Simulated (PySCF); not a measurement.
Nb(NMe)(OMe)3, C4H12NNbO3 (singlet state).
Geometry (PBE0-D3(BJ)/def2-SVP, Å), atoms numbered from 1 in this order:
```
atom  x, y, z in Å
Nb1   -0.026    0.001   -0.594
N2     0.001    0.032    1.161
C3     0.032    0.037    2.578
H4     0.121   -0.985    2.986
H5     0.887    0.621    2.963
H6    -0.887    0.481    3.002
O7     1.568   -0.842   -1.182
C8     2.752   -1.460   -0.807
H9     2.863   -1.498    0.292
H10    3.620   -0.917   -1.221
H11    2.787   -2.495   -1.191
O12   -0.118    1.795   -1.207
C13   -0.145    3.125   -0.813
H14   -0.056    3.230    0.284
H15   -1.089    3.604   -1.128
H16    0.687    3.683   -1.280
O17   -1.549   -0.987   -1.142
C18   -2.669   -1.699   -0.739
H19   -2.747   -1.751    0.362
H20   -2.631   -2.732   -1.129
H21   -3.588   -1.227   -1.126
```

Computed with TDDFT PBE0/def2-SVPD, vertical, gas phase, core orbitals frozen in the response, def2 core potentials past Kr (PySCF). Spin–orbit coupling is left out.

Ground-to-excited transition dipoles (e·a0, same axes as the geometry; the sign carries no meaning), for the states with f of 0.002 or more among the lowest 6:

```
state  E (hartree)      μx      μy      μz
   S2       0.2024   0.013  -0.181  -0.002
   S3       0.2024  -0.197  -0.011   0.005
   S4       0.2136  -0.266  -0.013  -0.116
   S5       0.2139   0.061  -0.233  -0.205
   S6       0.2142  -0.064  -0.162   0.282
```

(1) Work out the oscillator strengths.

(2) What peak molar absorption coefficient would the strongest computed level give as a lone Gaussian band 0.3 eV wide at half height?

## Answers

(1) f = (2/3) ΔE |μ|² with ΔE in hartree (27.2114 eV).

```csv
state,|μ|² (au),|μ| (D),f
S2,0.033,0.46,0.004
S3,0.039,0.50,0.005
S4,0.084,0.74,0.012
S5,0.100,0.80,0.014
S6,0.110,0.84,0.016
```

(2) ε(max) = 2.175×10⁸ f / FWHM, with the width in cm⁻¹. S4/S5/S6 (f summed): 2.175×10⁸ × 0.0419 / 2420 ≈ 3800 L mol⁻¹ cm⁻¹.

S2/S3 and S4/S5/S6 coincide within about 0.01 eV; within a degenerate level the directions of the single components are arbitrary.

Time: 1.8 min of wall time (grids of density and orbitals included); peak memory 1.5 GiB. Hardware: one thread of an Arm Neoverse V2 (shared host).
